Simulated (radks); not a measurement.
Valence configurations of O (all share [He]). Method: scalar-relativistic Kohn-Sham, PBE, spin-polarised, spherical densities, finite nucleus; open shells are filled with parallel spins first; Fermi nuclear charge, rms radius 2.6991 fm; computed with a radial shooting solver on a logarithmic mesh with Libxc functionals. Energies are relative to 2s2 2p4; eigenvalues in eV for spin up.

2s2 2p4: E (eV) 0.000; moment (Bohr magnetons) 2; e(2p) -10.224; e(2s) -25.216
2s1.5 2p4.5: E (eV) 7.379; moment (Bohr magnetons) 2; e(2p) -10.555; e(2s) -25.621
2p6: E (eV) 31.454; moment (Bohr magnetons) 0; e(2p) -9.845
2s0.5 2p5.5: E (eV) 23.520; moment (Bohr magnetons) 1; e(2p) -10.424; e(2s) -25.507
2s1 2p5: E (eV) 14.736; moment (Bohr magnetons) 2; e(2p) -10.883; e(2s) -26.021

NIST lists [He] 2s2 2p4 as the ground configuration; this level of theory agrees among the configurations tried. The energies are those of spherical high-spin densities, not of single terms.
